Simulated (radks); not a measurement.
Values are calculated unless marked as measured or tabulated.
Problem. Ionisation of Tm32+, [Kr] 4d1, to Tm33+, [Kr], under several functionals. Scalar-relativistic Kohn-Sham, spin-polarised, spherical densities, finite nucleus; open shells are filled with parallel spins first (spin-orbit coupling, left out, can overturn this in heavy ions); a radial shooting solver on a logarithmic mesh with Libxc functionals. Known Delta-SCF values: PBE 1250.5 eV; B86b exchange with PBE correlation 1250.6 eV; BLYP 1250.4 eV. What does LDA (Slater exchange, Perdew-Wang correlation) give, and what is its highest occupied eigenvalue?

Solution. 1250.8 eV by Delta-SCF; the 4d eigenvalue is -1227.3 eV. NIST: 1255 eV (theoretical).
